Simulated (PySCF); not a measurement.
**Vibration and rotation of CeB**

UHF-CCSD(T) constants of CeB, sextet, about 1.2 electrons in the 4f shell (Mulliken), real f orbitals that mix terms (PySCF, spin-free X2C with a Gaussian nucleus, basis sets Ce x2c-SVPall, B x2c-SVPall; masses 139.9054 and 11.0093 u):

```
ωe   : 531.5 cm⁻¹
ωexe : 1.72 cm⁻¹
Be   : 0.3059 cm⁻¹
αe   : 0.00155 cm⁻¹
```

Task: What force constant and bond length do these constants imply?

Result: Reduced mass μred = 10.206 u; k = 5.8918×10⁻⁷·μred·ωe² (u, cm⁻¹, mdyn/Å) = 1.70 mdyn/Å; Re = √(16.8576/(μred·Be)) (u, cm⁻¹, Å) = 2.324 Å.

Task: Estimate the centrifugal constant D from the Kratzer relation and find the Dunham coefficient a1.

Result: D = 4Be³/ωe² = 4.05e-07 cm⁻¹; a1 = −1 − αeωe/(6Be²) = -2.47.

Correlated steps freeze 19 core orbitals. These are scalar-relativistic numbers at best; spin–orbit coupling would shift them, the dissociation energy most. With d or f electrons several states lie close, and the lowest PBE0 determinant need not be the measured ground state.
